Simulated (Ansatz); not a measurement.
`[CH3][AlH][O][GaH2]` and `[CH3][AlH][O][SiH2][SiH3]` differ in one atom or group.

Ansatz, PBE0-D4/def2-TZVP geometries, multiplicity 1. Each molecule was computed in one conformer, which needn't be the lowest.

Scalar relativity is left out up to krypton.

```tsv
property	`[CH3][AlH][O][GaH2]`
LUMO energy (B3LYP/def2-TZVPP) / eV	-1.45
LUMO energy (PBE0/def2-TZVPP) / eV	-1.15
size of the dipole moment (ωB97M-V/def2-TZVPP) / D	0.79
HOMO–LUMO gap (ωB97M-V/def2-TZVPP) / eV	10.40
HOMO–LUMO gap (PBE/def2-TZVPP) / eV	4.44
size of the dipole moment (B3LYP/def2-TZVPP) / D	0.74
```

Task: Give the same properties after the change, and the shifts. (Estimate.)

Result: Computed: 
```tsv
property	`[CH3][AlH][O][SiH2][SiH3]`	shift
LUMO energy (B3LYP/def2-TZVPP) / eV	-1.00	0.45
LUMO energy (PBE0/def2-TZVPP) / eV	-0.77	0.38
size of the dipole moment (ωB97M-V/def2-TZVPP) / D	1.01	0.22
HOMO–LUMO gap (ωB97M-V/def2-TZVPP) / eV	10.47	0.07
HOMO–LUMO gap (PBE/def2-TZVPP) / eV	4.84	0.40
size of the dipole moment (B3LYP/def2-TZVPP) / D	1.00	0.26
```

With PBE0 the HOMO rises by 0.05 eV and the LUMO rises by 0.38 eV, so the gap widens by about 0.33 eV. PBE moves the HOMO by 0.00 eV and ωB97M-V by 0.17 eV. Dipoles are sizes alone; their direction can turn.

Positive LUMOs are unbound, so they and the gaps depend on the basis.

B3LYP here is the variant with VWN-RPA as its local correlation; programs differ in this.
